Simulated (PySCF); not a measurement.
Positional isomers: benzothiophene boryl+boryl. All species are isolated molecules in the gas phase. One relaxed conformer stands for each flexible species; it need not be the lowest. Strings in code marks are SMILES.

The S1 excitation (TDA) from two functionals at the same geometries (PBE0-D4/def2-SVP), both in PySCF: PBE-D3(BJ)/def2-TZVP and B3LYP-D3(BJ)/def2-TZVP. B3LYP has the VWN-RPA correlation part, as in Gaussian. Excitations are Tamm–Dancoff values on a coarser integration grid. The basis has no diffuse functions, so Rydberg states are missing or too high.

```
species                PBE-D3(BJ)/def2-TZVP (eV)  B3LYP-D3(BJ)/def2-TZVP (eV)
---------------------  -------------------------  ---------------------------
`c1cc2cc(B)cc(c2s1)B`                       3.10                         3.54
`Bc1c2cc(B)sc2ccc1`                         3.01                         3.43
`Bc1cc2cccc(B)c2s1`                         3.00                         3.45
`Bc1ccc(B)c2sccc12`                         2.47                         2.96
`Bc1csc2cc(ccc21)B`                         3.44                         3.87
`Bc1ccc2scc(B)c2c1`                         3.46                         3.91
```

Over these rows, drawn at random from the members with no instability flagged (it was tested for open shells, ions and some series alone), PBE minus B3LYP-D3(BJ): mean -0.45 eV, from -0.49 eV to -0.42 eV.
